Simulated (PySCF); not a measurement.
A GIAO shielding run with PySCF 2.14 (density fitting, non-relativistic, gas phase) on `C#C[C@@H](C[SiH3])C[SiH2]C=C`, C₇H₁₄Si₂:

```
{"job": {"kind": "nmr", "xc": "wB97X-D", "basis": "pcSseg-1", "pop": false}, "charge": 0, "multiplicity": 1}
C     -2.806920     0.303887     2.231191
C     -1.975869    -0.005308     1.405551
C     -0.975304    -0.364916     0.398615
C     -1.553608    -0.267014    -1.023718
Si    -3.159020    -1.221568    -1.327757
C      0.299771     0.478701     0.583712
Si     1.750371     0.031409    -0.547617
C      3.329892     0.802677     0.090321
C      4.387319     0.094282     0.503630
H     -3.543621     0.578474     2.962824
H     -0.710048    -1.423753     0.578514
H     -1.724667     0.792280    -1.283248
H     -0.807546    -0.641764    -1.745599
H     -3.408381    -1.280131    -2.801758
H     -3.025750    -2.620311    -0.812955
H     -4.332045    -0.572062    -0.673822
H      0.055236     1.546617     0.447296
H      0.655470     0.379861     1.623087
H      1.487391     0.502415    -1.944800
H      1.921123    -1.457346    -0.577052
H      3.396445     1.898501     0.136318
H      4.391080    -1.001632     0.483298
H      5.299080     0.572121     0.879767
```

Hardware: 1 thread of an Arm Neoverse V2, shared host.

Question: How large is the calculation?

Answer: 84 electrons, 237 basis functions and 1271 auxiliary functions.

Question: How long does it take?

Answer: 70 s of wall time, with 13 SCF cycles and 7 response iterations. Times on a shared host scatter by some tens of per cent.

Question: And these other runs on the same molecule and hardware: GIAO shielding at PBE0/pcSseg-1?

Answer: PBE0/pcSseg-1: 237 functions, 54 s.
